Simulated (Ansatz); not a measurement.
Molecule: WH, charge 0, multiplicity 6. The spin state was set by rule; other spins were not relaxed. 
Structure (B3LYP-D3(BJ)/def2-TZVP (Ansatz, a program for electronic structure) minimum search):
```
W
H 1 1.7207
```
Charge 0, spin multiplicity 6.

Wanted: vertical ionisation energy (to the quintet state of charge +1; each state is the SCF solution reached for its spin), in eV. Valence correlation only, unless marked. UHF or UKS for open shells. No spin-orbit coupling. The frozen core is the preceding noble-gas configuration, with the filled d and f shells of earlier blocks. In def2 rows, elements after Kr have scalar-relativistic effective core potentials. CBS(X,Y): correlation extrapolated as X^-3; Hartree-Fock from the larger set.

```tsv
level	program	vertical ionisation energy (eV)
SVWN5/def2-TZVPD	Ansatz	8.58
BHLYP/def2-TZVPD	Ansatz	7.95
```

Problem. What does CCSD(T)/CBS(def2-TZVPPD,def2-QZVPPD) (Ansatz) give?

Solution. 8.12 eV
